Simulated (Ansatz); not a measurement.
Program: Ansatz. Geometries: PBE0-D4/def2-TZVP. ΔE: electronic, gas phase. CCSD(T)/CBS adds triple-zeta CCSD(T) − MP2 to the extrapolated MP2 energy (def2 sets, frozen cores). This one scheme is used for every species. One conformer a species, not always the lowest.

Reaction (hydrogenolysis of the Si–N bond): `[SiH3][SiH2]N[SiH2]Cl` + H₂ → `[SiH3]Cl` + `N[SiH2][SiH3]`

```tsv
species	CCSD/def2-SVP energy (Eh)
`[SiH3][SiH2]N[SiH2]Cl`	-1385.71649
H₂	-1.16345
`[SiH3]Cl`	-750.25508
`N[SiH2][SiH3]`	-636.60872
```

Question: Work out ΔE.

Answer: ΔE = (-750.25508) + (-636.60872) − (-1385.71649) − (-1.16345) = 0.01614 Eh = +42.4 kJ/mol. CCSD(T)/CBS gives +57.4 kJ/mol.

Largest T1 diagnostic among the species: 0.011.

Leaving LDA and LC-ωPBE aside and taking each functional with its dispersion term where it has one, the values, not all of them listed here, spread over 12.9 kJ/mol, from B2PLYP to revPBE-D4. LDA lies +13.5 kJ/mol from PBE without D4. At CCSD(T), def2-SVP lies −11.2 kJ/mol from the extrapolated value and def2-TZVPP −2.8 kJ/mol. From BLYP to BHLYP (50 % exact exchange), in def2-TZVPP and without D4, ΔE moves by +4.1 kJ/mol.
